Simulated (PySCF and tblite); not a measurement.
The numbers below are computed, except where a source is named.
C6H12Si, numbered as in [SiH3:1][C@@H:2]1[C@H:3]2[CH2:4][CH2:5][CH2:6][C@@H:7]12.

Conformers came from 60 starts (ETKDG and KDG, MMFF94s, GFN2-xTB); geometries are GFN2-xTB. Weights use B3LYP-D3(BJ)/def2-SVP (IEF-PCM, acetonitrile) energies plus GFN2-xTB zero-point and thermal terms (modes under about 100 cm⁻¹ blended into free rotors). Symmetry numbers and mirror images are counted. Conformers within 3 kcal/mol (GFN2-xTB free energy) were kept, 10 at most. GIAO shieldings: mPW1PW91/pcSseg-1 (IEF-PCM, acetonitrile). Shifts are against TMS (¹H), TMS (¹³C), TMS (²⁹Si) at the same level; of two unlike H on one atom, a is the less shielded. Programs: PySCF with density fitting and tblite.

(1) Predict the averaged NMR shifts at 298.15 K.

(2) How do the conformers differ?

Unscaled ²⁹Si shifts at such levels can be off by tens of ppm; differences between conformers or isomers are more reliable. Shifts are unscaled: against experiment ¹³C can be off by 15 ppm or more and ¹H by 0.8 ppm.

## Answers

(1) ¹H: 3.72 (H1, 3H), 1.88 (H4a/H6a, 2H), 1.82 (H4b/H6b, 2H), 1.63 (H5a, 1H), 1.36 (H5b, 1H), 1.24 (H3/H7, 2H), -0.49 (H2, 1H) ppm. ¹³C: 32.2 (C4/C6), 26.8 (C3/C7), 23.7 (C5), 1.3 (C2) ppm. ²⁹Si: -65.2 (Si1) ppm.

(2) The 5-ring runs over atoms 3–4–5–6–7.
| conformer | shape | weight % |
| --- | --- | --- |
| 1 | 5-ring envelope (ring torsions 26, -26, 16, 0, -16°) | 99.7 |
| 2 | 5-ring envelope (ring torsions -28, 28, -17, 0, 17°) | 0.3 |

| signal | 1 | 2 | average |
| --- | --- | --- | --- |
| H1 | 3.72 | 3.70 | 3.72 |
| H2 | -0.49 | -0.68 | -0.49 |
| H3/H7 | 1.24 | 1.42 | 1.24 |
| H4a/H6a | 1.88 | 2.13 | 1.88 |
| H4b/H6b | 1.83 | 1.38 | 1.82 |
| H5a | 1.63 | 2.16 | 1.63 |
| H5b | 1.36 | 1.81 | 1.36 |
| C2 | 1.3 | 20.3 | 1.3 |
| C3/C7 | 26.8 | 30.0 | 26.8 |
| C4/C6 | 32.2 | 35.7 | 32.2 |
| C5 | 23.7 | 38.3 | 23.7 |
| Si1 | -65.2 | -67.8 | -65.2 |
